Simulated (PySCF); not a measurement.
# Assignment exercise: C₂H₆B₂F₂

Atoms are numbered as in `[BH2:1][CH2:2][CH2:3][B:4]([F:5])[F:6]`. Hydrogens are named by the atom that carries them.

Single conformer, no relativistic terms, no solvent, fast rotation and ring inversion assumed for equivalent nuclei. Couplings computed with B3LYP/pcJ-1 (spin–dipole term only in couplings to heteroatoms); shielding tensors at KT2/pcSseg-2 (GIAO); structure optimised with PBE0-D3(BJ)/def2-SVP; PySCF 2.14.0 with density-fitted response routines.

Chemical shifts δ = σref − σ; TMS for ¹³C (σref 182.28), ¹H (σref 31.18), all at this level.

Question: Assign these signals to the numbered atoms. ¹³C{¹H} NMR (computed): δ 30.6 (CH2, t, J = 3.7 Hz), 13.2 (CH2, t, J = 27.6 Hz).

Answer: 
30.6 → C2, sp3 CH2 bonded to B
13.2 → C3, sp3 CH2 bonded to B

Question: Assign these signals to the numbered atoms. ¹H NMR (600 MHz, computed): δ 7.61 (br, 2H), 1.89 (ttt, J = 8.1, 1.5, 1.2 Hz, 2H), 1.46 (tt, J = 8.1, 3.4 Hz, 2H).

Answer: 
7.61 → H(B1), hydrogen on a boron bonded to C
1.89 → H(C2), hydrogen on an sp3 CH2 bonded to B
1.46 → H(C3), hydrogen on an sp3 CH2 bonded to B

Hydrogens on boron are broadened and split by ¹¹B (spin 3/2, 80 %) and 10B (spin 3). A carbon bonded to boron is broadened by the quadrupolar boron nucleus and is often missing from a measured spectrum. Multiplet labels drop couplings under 1 Hz and merge nearly equal ones. Unscaled 3J(H,H) at this level run about 10 % above measured values. Shifts are as computed. Against solution values, carbons near 30 ppm lie about +3 ppm off and those near 130 ppm about -1 ppm. Of 1313 compounds with measured shifts, 239 miss one by over three times the rms of a fit or turn the order of signals round; such compounds aren't used in these exercises. Chain 3J(H,H) values assume equally populated staggered rotamers: (2 J gauche + J anti)/3. Only one conformer was computed, so three-bond couplings in flexible chains and rings are approximate.
